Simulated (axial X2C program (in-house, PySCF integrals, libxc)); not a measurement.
**Potential curves of MoTe, two-component**

Calculated with an in-house relativistic program for diatomic molecules. Two-component (2c) means X2C with spin–orbit coupling and atomic mean-field two-electron Coulomb and Gaunt terms. Basis: Te dyall-cv3z [11s12p8d4f1g], Mo dyall-cv3z [11s12p9d5f3g] (cores contracted in-house); Gaussian nuclei, density fitting, unrestricted open shells. Masses: Te 129.906 u, Mo 97.905 u.

State: Ω = 1 (⟨Sz⟩ = 2.00, ⟨Lz⟩ = -1.00 at PBE0). Energies in eV from the fragments at the same level (Te + Mo). Fits are polynomials in 1 − R0/R over 0.85 to 1.23 times the lowest point R0.

| R (Å) | PBE0 | PW91 |
| --- | --- | --- |
| 2.2211 | -1.4984 | -2.0444 |
| 2.3232 | -2.0364 | -2.5695 |
| 2.3998 | -2.2508 | -2.7666 |
| 2.4764 | -2.3535 | -2.8454 |
| 2.5530 | -2.3769 | -2.8397 |
| 2.6424 | -2.3355 | -2.7605 |
| 2.7317 | -2.2451 | -2.6314 |
| 2.8466 | -2.0853 | -2.4249 |
| 2.9870 | -1.8565 | -2.1475 |
| 3.1913 | -1.5084 | -1.7481 |

Occupations by symmetry block were frozen at the best pattern of an incomplete PBE0 search. Dissociation energies refer to the lowest single-determinant-based atoms at the same level and basis. Density functionals use the spin component along the axis (collinear). The functionals have no current-density term, which raises determinants with orbital currents, atoms included. With several unpaired electrons one determinant need not be a pure state. Open-shell Ω = 0 determinants with evenly filled partner blocks cannot be reached by this program, so the Ω shown need not be the lowest component. The determinant is spin-polarised beyond a pure state at some levels (its spin-free form has ⟨S²⟩ too high), which makes Re and μ there less reliable.

(1) What are Re, ωe and De at the PBE0 level?

(2) Fit the PW91 curve near its minimum: give the equilibrium distance, the harmonic wavenumber and the well depth.

Answers

(1) At PBE0, 2c: Re = 2.543 Å, ωe ≈ 219 cm⁻¹, De = 2.38 eV to Te + Mo; Be follows as 0.0467 cm⁻¹.

(2) At PW91, 2c: Re = 2.507 Å, ωe ≈ 245 cm⁻¹, De = 2.85 eV to Te + Mo; Be follows as 0.048 cm⁻¹.
